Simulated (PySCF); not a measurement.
## Circular dichroism: SMILES FC1(F)C[C@@H]2C[C@@H]21, C₅H₆F₂

Geometry:
| atom | x (Å) | y (Å) | z (Å) |
| --- | --- | --- | --- |
| F1 | -1.516 | 1.830 | -0.019 |
| C2 | -0.977 | 0.616 | 0.264 |
| F3 | -1.786 | 0.086 | 1.221 |
| C4 | -0.720 | -0.251 | -0.979 |
| C5 | 0.773 | -0.198 | -0.654 |
| C6 | 0.990 | -0.766 | 0.709 |
| C7 | 0.508 | 0.647 | 0.574 |
| H8 | -1.179 | -1.237 | -0.954 |
| H9 | -1.003 | 0.270 | -1.890 |
| H10 | 1.551 | -0.099 | -1.390 |
| H11 | 2.014 | -0.880 | 1.032 |
| H12 | 0.319 | -1.521 | 1.092 |
| H13 | 1.021 | 1.503 | 0.976 |

Method: TDDFT BHandHLYP/def2-SVPD circular dichroism and optical rotation, one conformer, gas phase (PySCF 2.14.0). Geometry: GFN2-xTB.

States above about 9.6 eV (minus the energy of the highest occupied orbital) lie near or above the ionisation threshold and depend on the basis.

(1) Assign R or S to each stereocentre.

(2) Which excitations and rotatory strengths does the calculation give?

Answers

(1) C5 S, C7 S.

(2) Rotatory strengths R in 10⁻⁴⁰ esu² cm², velocity form and length form (origin at the centre of mass); f in length form.
| state | E (eV) | λ (nm) | f | R (velocity) | R (length) | main |
| --- | --- | --- | --- | --- | --- | --- |
| 1 | 8.35 | 149 | 0.0003 | +0.6 | +1.9 | HOMO→LUMO 0.89 |
| 2 | 8.84 | 140 | 0.034 | +16.8 | +14.9 | HOMO→LUMO+1 0.57, HOMO→LUMO+3 0.24 |
| 3 | 8.97 | 138 | 0.002 | -6.5 | -6.8 | HOMO−1→LUMO 0.81 |
| 4 | 9.08 | 137 | 0.060 | +13.5 | +13.6 | HOMO→LUMO+3 0.57, HOMO→LUMO+1 0.26 |
| 5 | 9.17 | 135 | 0.022 | -18.9 | -17.3 | HOMO→LUMO+2 0.76, HOMO→LUMO+3 0.09 |
| 6 | 9.47 | 131 | 0.007 | +17.8 | +17.6 | HOMO−1→LUMO+1 0.81 |
| 7 | 9.58 | 129 | 0.020 | +13.2 | +12.1 | HOMO−1→LUMO+3 0.80 |
| 8 | 9.74 | 127 | 0.021 | -13.0 | -13.0 | HOMO−2→LUMO 0.40, HOMO−1→LUMO+2 0.28 |

Among the states computed, the strongest CD band (largest |R|) is state 5. The largest dissymmetry factor in size, g = 4R/(D+G), with D and G the electric and magnetic dipole strengths, is +0.093 for state 1 (velocity form, f = 8e-05), among bands with |R| over 0.5. The mirror image has the same energies and oscillator strengths and all R with the opposite sign.
